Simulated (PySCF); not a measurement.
# Ionisation energy of Si(2+) by level of theory

Si(2+) [Ne] 3s2 (1S) → Si(3+) [Ne] 3s1 (2S), as a difference of total energies. Computed with PySCF 2.14 in x2c-TZVPPall with one added diffuse shell each of s, p, d type (6s6p4d1f, 51 functions), with the spin-free X2C one-electron Hamiltonian (Gaussian nucleus). Correlated levels: valence: [Ne] frozen. The calculations carry no spin-orbit coupling.

| method | ionisation energy (eV) | error (eV) |
| --- | --- | --- |
| UHF | 32.042 | -1.451 |
| MP2 (valence) | 32.903 | -0.590 |
| SCS-MP2 (valence) | 33.076 | -0.417 |
| CCSD (valence) | 33.254 | -0.239 |

Reference: 33.493 eV (measured; NIST Atomic Spectra Database, ionization energies).

Errors of the correlated levels include the incompleteness of this basis and the frozen core.

With two correlated electrons CCSD is exact in that space.
